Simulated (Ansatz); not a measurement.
methylammonium (SMILES C[NH3+]) moved off its minimum; all values from Ansatz (a program for electronic structure), cores frozen in correlated methods.
(charge 1, multiplicity 1)
```xyz
8

C     -0.7328     0.1432     0.0174
N      0.7685    -0.1531     0.0682
H     -1.2225    -0.5994    -0.7354
H     -0.9024     1.1563    -0.2113
H     -1.1036    -0.1129     0.8811
H      1.0283    -1.1305     0.2602
H      1.1032     0.5270     0.6762
H      1.2007     0.0367    -0.8982
```

```csv
level,largest force (eV/Å),on atom,rms difference from CCSD(T)/cc-pVTZ (eV/Å),dipole (D)
HF/def2-TZVPP,6.32,C1,0.287,-
PBE/def2-TZVPP,6.18,C1,0.161,-
r2SCAN/def2-TZVPP,6.14,C1,0.017,-
B3LYP/def2-TZVPP,6.07,C1,0.038,-
wB97M-V/def2-TZVPP,6.15,C1,0.039,-
MP2/cc-pVTZ,6.26,C1,0.053,-
CCSD(T)/cc-pVTZ,6.16,C1,0.000,-
```

The differences count from one level among others, with limits of its own. Forces at CCSD(T)/cc-pVTZ (eV/Å):

| atom | Fx | Fy | Fz |
|---|---|---|---|
| C1 | 1.151 | -2.523 | -5.504 |
| N2 | -0.889 | -0.541 | -4.034 |
| H3 | 0.970 | 1.645 | 0.987 |
| H4 | 0.016 | 1.140 | -0.476 |
| H5 | -1.918 | -1.104 | 4.976 |
| H6 | -0.255 | 0.507 | 0.594 |
| H7 | 1.649 | 1.025 | 1.781 |
| H8 | -0.725 | -0.149 | 1.676 |
